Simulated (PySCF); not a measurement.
Species: 2-methylpyrimidine, C5H6N2.
SMILES: `Cc1ncccn1`

The closed-shell ground state was solved at several levels (PySCF, density fitting, gas phase, non-relativistic). Geometry: PBE0-D3(BJ)/def2-SVP; no solvent, vibrations or thermal averaging.

```json
{"level": "B3LYP/pcSseg-2", "basis functions": "336", "HOMO (eV)": "-6.99", "LUMO (eV)": "-1.42", "gap (eV)": "5.57", "dipole (D)": "1.67"}
{"level": "B3LYP/pcJ-1", "basis functions": "249", "HOMO (eV)": "-6.96", "LUMO (eV)": "-1.34", "gap (eV)": "5.62", "dipole (D)": "1.73"}
{"level": "B3LYP/def2-SVPD", "basis functions": "188", "HOMO (eV)": "-7.00", "LUMO (eV)": "-1.45", "gap (eV)": "5.55", "dipole (D)": "1.69"}
```

**Question.** Estimate the row for PBE0/pcSseg-1, a basis of 149 functions; the other rows only guide the guess.

**Answer.** HOMO -7.22 eV, LUMO -1.16 eV, gap 6.06 eV, dipole 1.70 D.

**Question.** Over all these levels, which gives the widest orbital gap and which the narrowest?

**Answer.** PBE0/pcSseg-1 (global hybrid, 25 % exact exchange) has the widest, 6.06 eV, and B3LYP/def2-SVPD (global hybrid, 20 % exact exchange) the narrowest, 5.55 eV. Functional and basis both differ between the two, so the spread mixes both effects.

**Question.** How much does the basis alone move the frontier levels among the 3 B3LYP rows?

**Answer.** The HOMO by 0.04 eV and the LUMO by 0.11 eV. By rising basis size (HOMO, LUMO in eV): def2-SVPD -7.00, -1.45; pcJ-1 -6.96, -1.34; pcSseg-2 -6.99, -1.42.

**Question.** How far do the dipole and the HOMO energy spread over the levels?

**Answer.** The dipole runs from 1.67 to 1.73 D (mean 1.70 D) and the HOMO from -7.22 to -6.96 eV.
